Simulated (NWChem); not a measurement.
All runs are NWChem calculations. System: C3H3 (+1), charge 1, spin multiplicity 1, at a geometry optimised with PBE0/def2-SVP. The structure started from a generated list of species. Level: EOM-CCSD/def2-SVPD, 3 core orbitals frozen.

Input file:

```
start mol
memory heap 100 mb stack 700 mb global 1900 mb
charge 1
geometry units angstroms nocenter noautoz
  C      0.000000     0.000000     1.338906
  C      0.000000     0.000000     0.103626
  C      0.000000     0.000000    -1.244390
  H      0.000000     0.000000     2.426221
  H      0.946812     0.000000    -1.807537
  H     -0.946812     0.000000    -1.807537
  symmetry group C2v
end
basis spherical
  * library def2-svpd
end
scf
  rhf
  nopen 0
  maxiter 100
  thresh 1e-7
  semidirect memsize 60000000 filesize 0
end
tce
  freeze core 3
  ccsd
  nroots 1
  2eorb
  2emet 13
  thresh 1e-5
  maxiter 200
  tilesize 24
end
task tce energy
```

NWChem printed:

```
             Northwest Computational Chemistry Package (NWChem) 7.3.0
             --------------------------------------------------------

                                NWChem Input Module
                                -------------------

 Scaling coordinates for geometry "geometry" by  1.889725989
 (inverse scale =  0.529177249)

 Turning off AUTOSYM since
 SYMMETRY directive was detected!

                             Geometry "geometry" -> ""
                             -------------------------

 Output coordinates in angstroms (scale by  1.889725989 to convert to a.u.)

  No.       Tag          Charge          X              Y              Z
 ---- ---------------- ---------- -------------- -------------- --------------
    1 C                    6.0000     0.00000000     0.00000000     1.33890600
    2 C                    6.0000     0.00000000     0.00000000     0.10362600
    3 C                    6.0000     0.00000000     0.00000000    -1.24439000
    4 H                    1.0000     0.00000000     0.00000000     2.42622100
    5 H                    1.0000     0.94681200     0.00000000    -1.80753700
    6 H                    1.0000    -0.94681200     0.00000000    -1.80753700

 Effective nuclear repulsion energy (a.u.)      53.2782610170

            Nuclear Dipole moment (a.u.)
            ----------------------------
        X                 Y               Z
 ---------------- ---------------- ----------------
     0.0000000000     0.0000000000    -0.0000018897

      Symmetry information
      --------------------

 Group name             C2v
 Group number             16
 Group order               4
 No. of unique centers     5

      Symmetry unique atoms

     1    2    3    4    5


 Summary of "ao basis" -> "" (spherical)
 ------------------------------------------------------------------------------
       Tag                 Description            Shells   Functions and Types
 ---------------- ------------------------------  ------  ---------------------
 *                         def2-svpd                  on all atoms

 Summary of "ao basis" -> "ao basis" (spherical)
 ------------------------------------------------------------------------------
       Tag                 Description            Shells   Functions and Types
 ---------------- ------------------------------  ------  ---------------------
 C                         def2-svpd                 8       20   4s2p2d
 H                         def2-svpd                 4        8   2s2p

                                 NWChem SCF Module
                                 -----------------

  ao basis        = "ao basis"
  functions       =    84
  atoms           =     6
  closed shells   =    10
  open shells     =     0
  charge          =   1.00
  wavefunction    = RHF
  use symmetry    = T
  symmetry adapt  = T

 Summary of "ao basis" -> "ao basis" (spherical)
 ------------------------------------------------------------------------------
       Tag                 Description            Shells   Functions and Types
 ---------------- ------------------------------  ------  ---------------------
 C                         def2-svpd                 8       20   4s2p2d
 H                         def2-svpd                 4        8   2s2p

      Symmetry analysis of basis
      --------------------------

        a1         40
        a2          8
        b1         20
        b2         16

 Forming initial guess at       0.1s

      Superposition of Atomic Density Guess
      -------------------------------------

 Sum of atomic energies:        -114.37300388

 Renormalizing density from      21.00 to     20

      Non-variational initial energy
      ------------------------------

 Total energy =    -111.828764
 1-e energy   =    -244.986795
 2-e energy   =      79.879770
 HOMO         =      -0.686870
 LUMO         =      -0.529146

      Symmetry analysis of molecular orbitals - initial
      -------------------------------------------------

  Numbering of irreducible representations:

     1 a1          2 a2          3 b1          4 b2

  Orbital symmetries:

     1 a1          2 a1          3 a1          4 a1          5 a1
     6 a1          7 a1          8 b1          9 b2         10 b1
    11 b2         12 b1         13 b2         14 a1         15 a1
    16 a1         17 b1         18 a1         19 a1         20 a1

 Starting SCF solution at       0.4s

 ----------------------------------------------
         Quadratically convergent ROHF

 Convergence threshold     :          1.000E-07
 Maximum no. of iterations :          100
 Final Fock-matrix accuracy:          1.000E-09
 ----------------------------------------------

              iter       energy          gnorm     gmax       time
             ----- ------------------- --------- --------- --------
                 1     -114.7700169990  1.10D+00  3.40D-01      0.5
                 2     -114.8519814426  3.11D-01  9.15D-02      0.5
                 3     -114.8622209160  1.75D-02  8.61D-03      0.6
                 4     -114.8623510789  3.03D-04  1.44D-04      0.8
                 5     -114.8623510940  2.96D-08  1.29D-08      1.0

       Final RHF  results
       ------------------

         Total SCF energy =   -114.862351094035
      One-electron energy =   -253.371693706221
      Two-electron energy =     85.231081595220
 Nuclear repulsion energy =     53.278261016966

        Time for solution =      0.6s

       Symmetry analysis of molecular orbitals - final
       -----------------------------------------------

  Numbering of irreducible representations:
[...]
   0.0001491128244   0.1921448766508    5.22853     0.5     0.5

 Iteration  12 using   12 trial vectors
   0.0000651966527   0.1921446387627    5.22852     0.5     0.5

 Iteration  13 using   13 trial vectors
   0.0000328481102   0.1921444861483    5.22852     0.5     0.5

 Iteration  14 using   14 trial vectors
   0.0000145217224   0.1921441988495    5.22851     0.5     0.5

 Iteration  15 using   15 trial vectors
   0.0000064901061   0.1921442920921    5.22851     0.5     0.5
 --------------------------------------------------------------
 Iterations converged
 ------------------

 Excited state root  1
 Excitation energy / hartree =        0.192144292092070
                   / eV      =        5.228514440471411
 largest EOMCCSD amplitudes: R1 and R2

 Singles contributions
    13b1  (alpha) ---    10b1  (alpha)        0.2989323403
    11b2  (alpha) ---     9b2  (alpha)       -0.8427955969

 Doubles contributions
    11b2  (alpha)    16b2  (beta ) ---     9b2  (alpha)     9b2  (beta )       -0.1570660721
    16b2  (alpha)    11b2  (beta ) ---     9b2  (alpha)     9b2  (beta )       -0.1570660721

 =========================================
 Excited-state calculation ( a2  symmetry)
 =========================================
 Dim. of EOMCC iter. space      500

 EOMCCSD SOLVER TYPE  1
  maxdiff =   0.41788045238870086

 No. of initial right vectors    1

 EOM-CCSD right-hand side iterations
 --------------------------------------------------------------
      Residuum       Omega / hartree  Omega / eV    Cpu    Wall
 --------------------------------------------------------------

 Iteration   1 using    1 trial vectors
   0.6195085542986   0.2188991422906    5.95655     0.6     0.6

 Iteration   2 using    2 trial vectors
   0.1476623739223   0.0987284249671    2.68654     0.4     0.4

 Iteration   3 using    3 trial vectors
   0.0547929506243   0.0910703505395    2.47815     0.4     0.4

 Iteration   4 using    4 trial vectors
   0.0150801000090   0.0901342093689    2.45268     0.4     0.4

 Iteration   5 using    5 trial vectors
   0.0054074409833   0.0899089656231    2.44655     0.4     0.4

 Iteration   6 using    6 trial vectors
   0.0025416926777   0.0899192677611    2.44683     0.4     0.4

 Iteration   7 using    7 trial vectors
   0.0009104028674   0.0899038879395    2.44641     0.4     0.4

 Iteration   8 using    8 trial vectors
   0.0003464939249   0.0899101297626    2.44658     0.4     0.4

 Iteration   9 using    9 trial vectors
   0.0001481220609   0.0899103898791    2.44659     0.4     0.4

 Iteration  10 using   10 trial vectors
   0.0000591547236   0.0899099742738    2.44658     0.4     0.4

 Iteration  11 using   11 trial vectors
   0.0000201505501   0.0899102423264    2.44658     0.4     0.4

 Iteration  12 using   12 trial vectors
   0.0000072152841   0.0899102682040    2.44658     0.4     0.4
 --------------------------------------------------------------
 Iterations converged
 ------------------

 Excited state root  1
 Excitation energy / hartree =        0.089910268204014
                   / eV      =        2.446583921556660
 largest EOMCCSD amplitudes: R1 and R2

 Singles contributions
    11b2  (alpha) ---    10b1  (alpha)        0.9187250014

 Doubles contributions
    11b2  (alpha)    11b2  (beta ) ---    10b1  (alpha)     9b2  (beta )       -0.1233837266
    11b2  (alpha)    11b2  (beta ) ---     9b2  (alpha)    10b1  (beta )       -0.1233837266

 =========================================
 Excited-state calculation ( b1  symmetry)
 =========================================
 Dim. of EOMCC iter. space      500

 EOMCCSD SOLVER TYPE  1
  maxdiff =   0.59084937260681847

 No. of initial right vectors    1

 EOM-CCSD right-hand side iterations
 --------------------------------------------------------------
      Residuum       Omega / hartree  Omega / eV    Cpu    Wall
 --------------------------------------------------------------

 Iteration   1 using    1 trial vectors
   0.4481908791371   0.4828037912394   13.13777     0.6     0.6

 Iteration   2 using    2 trial vectors
   0.1041408901773   0.3911384141800   10.64342     0.5     0.5

 Iteration   3 using    3 trial vectors
   0.0664850214978   0.3825978866923   10.41102     0.4     0.4

 Iteration   4 using    4 trial vectors
   0.0341550365388   0.3791453482964   10.31707     0.4     0.4

 Iteration   5 using    5 trial vectors
   0.0184356270850   0.3776510760202   10.27641     0.4     0.4

 Iteration   6 using    6 trial vectors
   0.0106597028347   0.3774523220579   10.27100     0.4     0.4

 Iteration   7 using    7 trial vectors
   0.0060517613377   0.3774089013670   10.26982     0.4     0.4

 Iteration   8 using    8 trial vectors
   0.0033233335234   0.3773429537044   10.26803     0.4     0.4

 Iteration   9 using    9 trial vectors
   0.0025016712826   0.3773303973518   10.26769     0.4     0.4

 Iteration  10 using   10 trial vectors
   0.0022949024806   0.3773239697868   10.26751     0.4     0.4

 Iteration  11 using   11 trial vectors
   0.0016889620066   0.3773084797914   10.26709     0.4     0.4

 Iteration  12 using   12 trial vectors
   0.0011814440625   0.3773130275470   10.26721     0.5     0.5

 Iteration  13 using   13 trial vectors
   0.0007750343945   0.3773182571274   10.26736     0.4     0.4

 Iteration  14 using   14 trial vectors
   0.0004686185742   0.3773154510437   10.26728     0.4     0.4

 Iteration  15 using   15 trial vectors
   0.0002560873892   0.3773151627277   10.26727     0.5     0.5

 Iteration  16 using   16 trial vectors
   0.0001325961141   0.3773144278963   10.26725     0.5     0.5

 Iteration  17 using   17 trial vectors
   0.0000657242845   0.3773134648749   10.26723     0.5     0.5

 Iteration  18 using   18 trial vectors
   0.0000353088839   0.3773135267130   10.26723     0.5     0.5

 Iteration  19 using   19 trial vectors
   0.0000205044416   0.3773135567766   10.26723     0.5     0.5

 Iteration  20 using   20 trial vectors
   0.0000122900244   0.3773135572952   10.26723     0.5     0.5

 Iteration  21 using   21 trial vectors
   0.0000066925492   0.3773135936122   10.26723     0.5     0.5
 --------------------------------------------------------------
 Iterations converged
 ------------------

 Excited state root  1
 Excitation energy / hartree =        0.377313593612192
                   / eV      =       10.267229649695775
 largest EOMCCSD amplitudes: R1 and R2

 Singles contributions
    12a1  (alpha) ---    10b1  (alpha)       -0.8923229630
    15a1  (alpha) ---    10b1  (alpha)       -0.1712556488
    24a1  (alpha) ---    10b1  (alpha)       -0.1217562709
    28a1  (alpha) ---    10b1  (alpha)        0.1529099983

 Doubles contributions

 =========================================
 Excited-state calculation ( b2  symmetry)
 =========================================
 Dim. of EOMCC iter. space      500

 EOMCCSD SOLVER TYPE  1
  maxdiff =   0.61951584113388669

 No. of initial right vectors    1

 EOM-CCSD right-hand side iterations
 --------------------------------------------------------------
      Residuum       Omega / hartree  Omega / eV    Cpu    Wall
 --------------------------------------------------------------

 Iteration   1 using    1 trial vectors
   0.4179234845275   0.5117709091037   13.92600     0.7     0.7

 Iteration   2 using    2 trial vectors
   0.0959521518636   0.4362980862002   11.87228     0.5     0.5

 Iteration   3 using    3 trial vectors
   0.0593972215117   0.4286554514233   11.66431     0.5     0.5

 Iteration   4 using    4 trial vectors
   0.0309027065575   0.4264145755875   11.60334     0.4     0.4

 Iteration   5 using    5 trial vectors
   0.0215273368021   0.4248327310170   11.56029     0.5     0.5

 Iteration   6 using    6 trial vectors
   0.0253391727701   0.4240628898912   11.53934     0.5     0.5

 Iteration   7 using    7 trial vectors
   0.2497545827954   0.4122321653009   11.21741     0.5     0.5

 Iteration   8 using    8 trial vectors
   0.1980138052586   0.3266642343543    8.88899     0.5     0.5

 Iteration   9 using    9 trial vectors
   0.0882054663331   0.3087758867326    8.40222     0.5     0.5

 Iteration  10 using   10 trial vectors
   0.0504282218338   0.3019483821419    8.21644     0.5     0.5

 Iteration  11 using   11 trial vectors
   0.0402773460115   0.3007498403595    8.18382     0.5     0.5

 Iteration  12 using   12 trial vectors
   0.0297354592304   0.2988788904696    8.13291     0.5     0.5

 Iteration  13 using   13 trial vectors
   0.0219657793778   0.2980430061949    8.11017     0.4     0.4

 Iteration  14 using   14 trial vectors
   0.0137146546677   0.2976721435246    8.10007     0.4     0.4

 Iteration  15 using   15 trial vectors
   0.0058800794338   0.2973513569751    8.09135     0.4     0.4

 Iteration  16 using   16 trial vectors
   0.0025025328000   0.2974637934383    8.09441     0.4     0.4

 Iteration  17 using   17 trial vectors
   0.0010208114678   0.2974056534394    8.09282     0.4     0.4

 Iteration  18 using   18 trial vectors
   0.0004023062906   0.2974307879481    8.09351     0.4     0.4

 Iteration  19 using   19 trial vectors
   0.0001681604824   0.2974280718439    8.09343     0.4     0.4

 Iteration  20 using   20 trial vectors
   0.0000666597070   0.2974289841008    8.09346     0.4     0.4

 Iteration  21 using   21 trial vectors
   0.0000266718965   0.2974296317794    8.09348     0.4     0.4

 Iteration  22 using   22 trial vectors
   0.0000110499218   0.2974294985969    8.09347     0.4     0.4

 Iteration  23 using   23 trial vectors
   0.0000048902282   0.2974297621862    8.09348     0.4     0.4
 --------------------------------------------------------------
 Iterations converged
 ------------------

 Excited state root  1
 Excitation energy / hartree =        0.297429762186220
                   / eV      =        8.093479070778040
 largest EOMCCSD amplitudes: R1 and R2

 Singles contributions
    11b2  (alpha) ---     6a1  (alpha)        0.1334438162
    11b2  (alpha) ---     7a1  (alpha)       -0.8942916831
    22b2  (alpha) ---     7a1  (alpha)       -0.1083862323

 Doubles contributions
    11b2  (alpha)    11b2  (beta ) ---     6a1  (alpha)     9b2  (beta )        0.1005035045
    11b2  (alpha)    11b2  (beta ) ---     9b2  (alpha)     6a1  (beta )        0.1005035045

 Task  times  cpu:       46.8s     wall:       46.8s

 Total times  cpu:       46.8s     wall:       46.8s
```
